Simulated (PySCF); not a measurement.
Chlorine: a sound run and one with changed settings

Sound run: Cl⁺ [Ne] 3s2 3p4, Cl²⁺ [Ne] 3s2 3p3. All numbers are calculated (PySCF 2.14, no relativity, point nucleus, in 6-31G*). In the sound run the correlated levels freeze [Ne]. The sound run starts from symmetry-adapted Hartree-Fock orbitals and uses a fine grid where one is needed.

Changed run: initial guess sap, at most 50 SCF cycles.

```csv
species,method,sound run (hartree),changed run (hartree),converged
Cl⁺,UHF,-459.01354,-459.01354,yes
Cl⁺,BP86,-459.67533,-459.67533,yes
Cl⁺,CCSD(T),-459.11733,-459.11733,yes
Cl²⁺,M06-2X,-458.74383,-458.74383,yes
Cl²⁺,MP2,-458.25727,-458.25727,yes
```

Here the plain start reaches the same solutions.
